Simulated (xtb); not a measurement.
F₅Nb, charge +1, doublet, geometry from GFN2-xTB (such geometries of metal compounds can be far from the true shape) (the multiplicity is a formal guess).

Input for xtb:
```
$ xtb mol.xyz --gfn 0 --chrg 1 --uhf 1 --json

# file mol.xyz
6

Nb     0.00000000    -0.00000000     0.00000000
F      1.47391396    -0.91144717    -0.52850996
F     -0.32893565     0.24552260     1.76465325
F     -1.14497831     0.66592457    -1.23614328
F     -0.95251155    -1.56350580     0.03998576
F      0.95251155     1.56350580    -0.03998576
```

Q: What is the computed total energy (GFN0-xTB (xtb))?

A: -19.4136 Eh

Q: Estimate the partial charges in atom order that GFN0-xTB returns for this input.

A: Nb1 0.86, F2 0.03, F3 0.03, F4 0.03, F5 0.03, F6 0.03
